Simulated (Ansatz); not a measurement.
In(PH3)F3 (InPH₃F₃). The state is a singlet with charge 0. Geometry r2SCAN-D4/def2-SVP, basis def2-TZVP, Ansatz.

| run | HOMO (eV) | LUMO (eV) |
| --- | --- | --- |
| A | -8.14 | -3.00 |
| B | -8.53 | -2.72 |
| C | -12.42 | 0.28 |
| D | -9.76 | -2.05 |

In the def2 sets In takes a core potential; there is no spin–orbit coupling. LC-ωPBE has ω = 0.4 bohr⁻¹.

**Question.** The runs used LC-ωPBE, PBE, PBE0, r2SCAN. Estimate which is which.

**Answer.** A PBE (0 % exact exchange); B r2SCAN (0 % exact exchange); C LC-ωPBE (range-separated); D PBE0 (25 % exact exchange). Exact exchange lowers occupied and raises empty levels; among semilocal functionals meta-GGAs tend to open the gap a little, and such runs are hard to tell apart. The gap grows from 5.14 eV (PBE) to 12.70 eV (LC-ωPBE).
